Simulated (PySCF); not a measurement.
BeFHSe, SMILES [Be]([F])[SeH]. Atoms are numbered in the order given.

```xyz
4

Be    -0.0015     1.2278     0.0000
F      0.0009     2.6042     0.0000
Se    -0.0421    -0.8097     0.0000
H      1.4281    -0.8210     0.0000
```
Charge 0, spin multiplicity 1.

Geometry: r2SCAN-D4/def2-TZVP. One conformer was computed; it need not be the lowest.

Computed with PySCF with r2SCAN-D4/def2-TZVP.

Frequencies are harmonic and unscaled.

Computed vibrational spectrum:
```
mode  ν (cm⁻¹)  IR (km/mol)  moving atoms (share of kinetic energy)
----  --------  -----------  --------------------------------------
1          230         55.2                 Be 69 %, H 16 %, F 14 %
2          275         50.8                         Be 84 %, F 14 %
3          386          1.5                F 60 %, Se 25 %, Be 15 %
4          581          5.9                         H 82 %, Be 15 %
5         1337        316.2                         Be 77 %, F 22 %
6         2418          3.2                                  H 99 %
```
